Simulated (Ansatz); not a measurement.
Program: Ansatz. Geometries: PBE0-D4/def2-TZVP. ΔE: electronic, gas phase. CBS: MP2 limit from def2 TZ/QZ plus the TZ coupled-cluster correction, frozen cores. This one scheme is used for every species. Functionals use def2-TZVPP. B3LYP here is the variant with VWN-RPA as its local correlation; programs differ in this. HSE06 is defined as in plane-wave codes. For Br, Se outer-core shells are correlated without core-valence functions, which leaves a few kJ/mol of doubt a bond. Scalar relativity is left out up to krypton. Each species was taken in one conformer, which may not be the lowest.

Reaction (hydrogenolysis of the Al–Br bond): `C[Se][AlH][Br]` + H₂ → `C[Se][AlH2]` + HBr

| level | ΔE (kJ/mol) | difference from CCSD(T)/CBS |
| --- | --- | --- |
| LDA (SPW92) | 140.0 | -11.8 |
| PBE-D4 | 145.5 | -6.3 |
| BLYP-D4 | 144.3 | -7.5 |
| r2SCAN-D4 | 153.3 | 1.5 |
| B97M-V | 134.0 | -17.8 |
| PBE0-D4 | 147.2 | -4.6 |
| B3LYP-D4 | 145.9 | -5.9 |
| r2SCANh-D4 | 153.2 | 1.4 |
| r2SCAN0-D4 | 153.0 | 1.2 |
| HSE06-D4 | 147.5 | -4.3 |
| BHLYP-D4 | 149.1 | -2.7 |
| CAM-B3LYP-D4 | 141.3 | -10.5 |
| ωB97X-V | 144.2 | -7.6 |
| ωB97M-V | 146.7 | -5.1 |
| B2PLYP | 144.8 | -7.0 |
| PBE-QIDH | 150.3 | -1.5 |
| revPBE | 138.6 | -13.2 |
| r2SCAN | 152.1 | 0.3 |
| PBE0 | 142.5 | -9.3 |
| B3LYP | 137.5 | -14.3 |
| r2SCANh | 151.8 | 0.0 |
| r2SCAN0 | 151.4 | -0.4 |
| BHLYP | 140.1 | -11.7 |
| CAM-B3LYP | 136.2 | -15.6 |
| LC-ωPBE | 139.9 | -11.9 |
| RPA@PBE/def2-TZVPP | 136.8 | -15.0 |
| HF/def2-SVP | 130.7 | -21.1 |
| CCSD/def2-SVP | 134.5 | -17.3 |
| CCSD(T)/def2-SVP | 136.4 | -15.4 |
| HF/def2-TZVPP | 137.2 | -14.6 |
| MP2/def2-TZVPP | 157.0 | 5.2 |
| SCS-MP2/def2-TZVPP | 148.7 | -3.1 |
| CCSD/def2-TZVPP | 141.8 | -10.0 |
| CCSD(T)/def2-TZVPP | 145.2 | -6.6 |
| HF/def2-QZVPP | 136.4 | -15.4 |
| MP2/def2-QZVPP | 160.5 | 8.7 |
| SCS-MP2/def2-QZVPP | 152.0 | 0.2 |
| HF/CBS(def2) | 136.3 | -15.5 |
| MP2/CBS(def2) | 163.6 | 11.8 |
| CCSD/CBS(def2) | 148.4 | -3.4 |
| CCSD(T)/CBS | 151.8 | 0 |

(1) What do rigid-rotor, harmonic-oscillator terms from PBE0-D4/def2-TZVP frequencies (298.15 K, 1 bar) make of the CCSD(T)/CBS value? (An estimate is asked.)

Largest T1 diagnostic among the species: 0.010.

Results:

(1) Computed: ΔZPE = +3.0 kJ/mol, ΔH = +151.5 kJ/mol, ΔS = 18 J/(mol·K), ΔG = +146.1 kJ/mol. Modes under 50 cm⁻¹ make the entropy rough.

The D4 term adds +8.4 kJ/mol with B3LYP and +4.6 kJ/mol with PBE0; it sums over pairs of atoms, weighted by their polarisabilities, and B3LYP, whose exchange is more repulsive, gets the larger term. From BLYP to BHLYP (50 % exact exchange), in def2-TZVPP and without D4, ΔE moves by +5.5 kJ/mol. Leaving LDA and LC-ωPBE aside and taking each functional with its dispersion term where it has one, the values spread over 19.3 kJ/mol, from B97M-V to r2SCAN-D4.

CCSD(T)/CBS has its own doubt, a few kJ/mol and more with outer-core shells, so smaller differences from it don't rank the levels.
